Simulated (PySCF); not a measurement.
C4H8O2S, charge +1, doublet, geometry from GFN2-xTB (a state made from the parent by changing its charge; the spin is typed, not shown lowest); CISD/6-31G (PySCF).

Here is a job for PySCF.
```python
from pyscf import gto, scf, ci

mol = gto.Mole()
mol.atom = '''
    O     1.58426261    0.87244591   -0.69385620
    S     0.62846265    0.41611043    0.25219912
    O     0.77092695    0.68694499    1.63898277
    C    -1.10509964    0.92985171   -0.31407686
    C    -1.57533113   -0.32285741   -0.99232587
    C    -1.15979275   -1.48809120   -0.10526657
    C     0.33548013   -1.43942329    0.00523214
    H    -1.60648182    1.16065827    0.62430257
    H    -1.01402086    1.80610178   -0.95092812
    H    -2.66486713   -0.26981489   -1.11531638
    H    -1.13880551   -0.41867607   -1.98892930
    H    -1.45046683   -2.45498247   -0.53614791
    H    -1.62989171   -1.41450173    0.87786405
    H     0.76419537   -1.97151335    0.85067432
    H     0.87187997   -1.64704436   -0.91909486
'''
mol.basis = '6-31g'
mol.charge = 1
mol.spin = 1
mol.verbose = 4
mol.build()

mf = scf.UHF(mol)
mf.kernel()

myci = ci.CISD(mf)
myci.kernel()
print('E(CISD) = %.10f' % myci.e_tot)
mf.analyze()
```

**Question.** What does PySCF print? Leave out banner, timings and long lists.

**Answer.** 
```
PySCF version 2.14.0

[INPUT] verbose = 4
[INPUT] num. atoms = 15
[INPUT] num. electrons = 63
[INPUT] charge = 1
[INPUT] spin (= nelec alpha-beta = 2S) = 1
[INPUT] symmetry False subgroup None
[INPUT] Mole.unit = angstrom
[INPUT] Symbol           X                Y                Z      unit          X                Y                Z       unit  Magmom
[...]
nuclear repulsion = 430.009142436081
number of shells = 53
number of NR pGTOs = 210
number of NR cGTOs = 83
basis = 6-31g
ecp = {}

******** <class 'pyscf.scf.uhf.UHF'> ********
method = UHF
initial guess = minao
damping factor = 0
level_shift factor = 0
DIIS = <class 'pyscf.scf.diis.CDIIS'>
diis_start_cycle = 1
diis_space = 8
diis_damp = 0
SCF conv_tol = 1e-09
SCF conv_tol_grad = None
SCF max_cycles = 50
direct_scf = True
direct_scf_tol = 1e-13
number electrons alpha = 32  beta = 31
Set gradient conv threshold to 3.16228e-05
init E= -705.442707641817

cycle= 1 E= -702.23438920209  delta_E= 3.21  |g|= 0.713  |ddm|= 2.71
cycle= 2 E= -702.424626120636  delta_E= -0.19  |g|= 0.53  |ddm|= 1.58
cycle= 3 E= -702.546891023529  delta_E= -0.122  |g|= 0.0687  |ddm|= 0.613
cycle= 4 E= -702.552455465033  delta_E= -0.00556  |g|= 0.031  |ddm|= 0.124
cycle= 5 E= -702.554255254283  delta_E= -0.0018  |g|= 0.0151  |ddm|= 0.0806
cycle= 6 E= -702.554923407071  delta_E= -0.000668  |g|= 0.00534  |ddm|= 0.0639
cycle= 7 E= -702.554990433344  delta_E= -6.7e-05  |g|= 0.00225  |ddm|= 0.0189
cycle= 8 E= -702.55500170769  delta_E= -1.13e-05  |g|= 0.00102  |ddm|= 0.00741
cycle= 9 E= -702.555005419423  delta_E= -3.71e-06  |g|= 0.000718  |ddm|= 0.00408
cycle= 10 E= -702.555008446693  delta_E= -3.03e-06  |g|= 0.00063  |ddm|= 0.00357
cycle= 11 E= -702.555011432461  delta_E= -2.99e-06  |g|= 0.000582  |ddm|= 0.00373
cycle= 12 E= -702.55501664234  delta_E= -5.21e-06  |g|= 0.000507  |ddm|= 0.00728
cycle= 13 E= -702.555026405342  delta_E= -9.76e-06  |g|= 0.000312  |ddm|= 0.019
cycle= 14 E= -702.555030095982  delta_E= -3.69e-06  |g|= 0.000167  |ddm|= 0.0147
cycle= 15 E= -702.555030593822  delta_E= -4.98e-07  |g|= 9.89e-05  |ddm|= 0.00505
cycle= 16 E= -702.555030695026  delta_E= -1.01e-07  |g|= 4e-05  |ddm|= 0.00268
cycle= 17 E= -702.555030701136  delta_E= -6.11e-09  |g|= 2.42e-05  |ddm|= 0.000519
cycle= 18 E= -702.555030702573  delta_E= -1.44e-09  |g|= 8.2e-06  |ddm|= 0.000241
cycle= 19 E= -702.555030702776  delta_E= -2.04e-10  |g|= 4.16e-06  |ddm|= 4.71e-05
Extra cycle  E= -702.555030702814  delta_E= -3.75e-11  |g|= 3.03e-06  |ddm|= 9.13e-06
converged SCF energy = -702.555030702814  <S^2> = 0.78669806  2S+1 = 2.0363674

******** <class 'pyscf.ci.ucisd.UCISD'> ********
CISD nocc = (np.int64(32), np.int64(31)), nmo = (83, 83)
max_cycle = 50
direct = 0
conv_tol = 1e-09
max_cycle = 50
max_space = 12
lindep = 0
nroots = 1
Init t2, MP2 energy = -0.705165075629661
UCISD converged
E(UCISD) = -703.1531031508054  E_corr = -0.5980724479914241
E(CISD) = -703.1531031508
**** SCF Summaries ****
Total Energy =                        -702.555030702813951
Nuclear Repulsion Energy =             430.009142436081333
One-electron Energy =                -1803.185021261337170
Two-electron Energy =                  670.620848122441885
Two-electron Coulomb Energy =          735.485560225315339
DFT Exchange-Correlation Energy =      -64.864712102873455
**** MO energy ****
                             alpha | beta                alpha | beta
[...]
To work with the spin densities directly, `use mulliken_meta_spin()` only printing them here.

 ** Mulliken spin pop alpha/beta on meta-lowdin orthogonal AOs **
 ** Mulliken Spin Density (per AO)  **
spin_pop of  0 O 1s       -0.00000
spin_pop of  0 O 2s        0.00657
spin_pop of  0 O 3s       -0.00064
spin_pop of  0 O 2px       0.08351
spin_pop of  0 O 2py       0.21821
spin_pop of  0 O 2pz       0.02194
spin_pop of  0 O 3px      -0.00109
spin_pop of  0 O 3py      -0.00202
spin_pop of  0 O 3pz      -0.00037
spin_pop of  1 S 1s       -0.00000
spin_pop of  1 S 2s       -0.00000
[...]
spin_pop of  2 O 1s       -0.00000
spin_pop of  2 O 2s        0.00657
spin_pop of  2 O 3s       -0.00064
spin_pop of  2 O 2px       0.06404
spin_pop of  2 O 2py       0.24436
spin_pop of  2 O 2pz       0.01528
spin_pop of  2 O 3px      -0.00117
spin_pop of  2 O 3py      -0.00244
spin_pop of  2 O 3pz       0.00013
spin_pop of  3 C 1s       -0.00000
spin_pop of  3 C 2s        0.01428
spin_pop of  3 C 3s        0.00061
spin_pop of  3 C 2px       0.20822
spin_pop of  3 C 2py       0.01332
spin_pop of  3 C 2pz       0.02370
spin_pop of  3 C 3px      -0.00000
spin_pop of  3 C 3py       0.00014
spin_pop of  3 C 3pz      -0.00076
spin_pop of  4 C 1s        0.00000
spin_pop of  4 C 2s       -0.00284
spin_pop of  4 C 3s        0.00003
spin_pop of  4 C 2px       0.00106
spin_pop of  4 C 2py      -0.00322
spin_pop of  4 C 2pz      -0.00205
spin_pop of  4 C 3px       0.00022
spin_pop of  4 C 3py       0.00006
spin_pop of  4 C 3pz      -0.00001
spin_pop of  5 C 1s        0.00000
spin_pop of  5 C 2s       -0.00284
spin_pop of  5 C 3s        0.00003
spin_pop of  5 C 2px      -0.00198
spin_pop of  5 C 2py      -0.00455
spin_pop of  5 C 2pz       0.00231
spin_pop of  5 C 3px       0.00009
spin_pop of  5 C 3py       0.00016
spin_pop of  5 C 3pz       0.00001
spin_pop of  6 C 1s       -0.00000
spin_pop of  6 C 2s        0.01428
spin_pop of  6 C 3s        0.00061
spin_pop of  6 C 2px       0.02214
spin_pop of  6 C 2py       0.20433
spin_pop of  6 C 2pz       0.01877
spin_pop of  6 C 3px      -0.00015
spin_pop of  6 C 3py       0.00007
spin_pop of  6 C 3pz      -0.00055
spin_pop of  7 H 1s       -0.00294
spin_pop of  7 H 2s        0.00000
spin_pop of  8 H 1s       -0.00937
spin_pop of  8 H 2s        0.00004
spin_pop of  9 H 1s        0.01587
spin_pop of  9 H 2s        0.00021
spin_pop of  10 H 1s        0.00054
spin_pop of  10 H 2s       -0.00004
spin_pop of  11 H 1s        0.01587
spin_pop of  11 H 2s        0.00021
spin_pop of  12 H 1s        0.00054
spin_pop of  12 H 2s       -0.00004
spin_pop of  13 H 1s       -0.00937
spin_pop of  13 H 2s        0.00004
spin_pop of  14 H 1s       -0.00294
spin_pop of  14 H 2s        0.00000
 ** Mulliken Spin Density (per atom)  **
spin density of  0 O =      0.32611
spin density of  1 S =     -0.16633
spin density of  2 O =      0.32613
spin density of  3 C =      0.25950
spin density of  4 C =     -0.00676
spin density of  5 C =     -0.00676
spin density of  6 C =      0.25950
spin density of  7 H =     -0.00294
spin density of  8 H =     -0.00933
spin density of  9 H =      0.01607
spin density of  10 H =      0.00050
spin density of  11 H =      0.01607
spin density of  12 H =      0.00050
spin density of  13 H =     -0.00933
spin density of  14 H =     -0.00294
 ** Mulliken pop alpha/beta on meta-lowdin orthogonal AOs **
 ** Mulliken pop       alpha | beta **
In total            32.00000 | 31.00000
 ** Mulliken atomic charges   ( Nelec_alpha | Nelec_beta ) **
charge of  0O =     -0.64809  (     4.48710      4.16099 )
charge of  1S =      1.63641  (     7.09863      7.26496 )
charge of  2O =     -0.64808  (     4.48710      4.16097 )
charge of  3C =     -0.17827  (     3.21889      2.95938 )
charge of  4C =     -0.18063  (     3.08694      3.09369 )
charge of  5C =     -0.18063  (     3.08694      3.09369 )
charge of  6C =     -0.17827  (     3.21889      2.95938 )
charge of  7H =      0.18792  (     0.40457      0.40751 )
charge of  8H =      0.19624  (     0.39722      0.40655 )
charge of  9H =      0.16766  (     0.42420      0.40813 )
charge of  10H =      0.13697  (     0.43176      0.43127 )
charge of  11H =      0.16766  (     0.42420      0.40813 )
charge of  12H =      0.13697  (     0.43176      0.43127 )
charge of  13H =      0.19624  (     0.39722      0.40655 )
charge of  14H =      0.18792  (     0.40457      0.40751 )

WARN: System has nonzero charge 1; the dipole moment is origin-dependent.
Location of origin: [0. 0. 0.]

Dipole moment(X, Y, Z, Debye): -5.19076, -3.43684, -2.08296
```
